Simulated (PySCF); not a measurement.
# Rotational lines of CaCl⁺

Lines J+1 ← J of the vibrational ground state, computed from RHF-CCSD(T) constants of CaCl⁺, ¹Σ⁺ (singlet), closed shell (PySCF, no relativity, basis sets Ca def2-SVP, Cl def2-SVP; masses 39.9626 and 34.9689 u), in MHz:

| J | ν (MHz) |
| --- | --- |
| 0 | 9620.7 |
| 1 | 19241.3 |
| 2 | 28861.7 |
| 3 | 38482.0 |
| 4 | 48102.0 |

(1) Find B0 and the effective bond length r0; with αe = 0.000729 cm⁻¹, find Re.

Correlated steps freeze 10 core orbitals. Correlated levels converge slowly with the basis: in double zeta they bind strong bonds too weakly, by up to about 1 eV, and carry superposition errors of some tenths. For an ion De counts to the pair picked by the measured ionisation energies or electron affinities, which need not be the lowest pair at this level. Where the molecule has an RHF reference, its open-shell atoms are computed with UHF.

## Answers

(1) ν = 2B0(J+1) − 4D(J+1)³ gives B0 = 0.16046 cm⁻¹. With the reduced mass μred = 18.650 u, r0 = √(16.8576/(μred·B0)) (u, cm⁻¹, Å) = 2.3734 Å. Be = B0 + αe/2 = 0.16082 cm⁻¹ gives Re = 2.371 Å.
